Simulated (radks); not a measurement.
All-electron atom: Ta IV in [Xe] 4f13 5d2 6s1 (not the ground configuration). All-electron calculation, Dirac Kohn-Sham, BLYP, spin-unpolarised, spherical densities, finite nucleus; open shells are shared between the two j in proportion to 2j + 1; Fermi nuclear charge, rms radius 5.3507 fm. Program: a radial shooting solver on a logarithmic mesh with Libxc functionals.

Radial electron density D(r) = 4 pi r^2 rho(r):

r (bohr)  D(r) (e/bohr)
0.001451          13.00
0.001951          19.95
0.002623          29.84
0.003555          43.57
0.004779          60.15
0.006425          78.20
0.008639          94.02
0.01161           102.6
0.01574           100.8
0.02116           93.20
0.02845           93.08
0.03825           110.2
0.05143           130.8
0.0697            126.2
0.09371           105.0
0.126             110.4
0.1694            120.6
0.2296            84.25
0.3087            61.21
0.415             72.76
0.5579            56.03
0.7501            28.29
1.017             16.53
1.367             9.312
1.838             3.662
2.471             1.301
3.322            0.3905
4.502           0.05216
6.053          0.002110

D(r) has 4 maxima, at r = 0.0128, 0.0575, 0.160, 0.425 bohr, and minima at 0.0248, 0.104, 0.301 bohr, inside which lie 2.02, 11.15, 29.82 electrons.
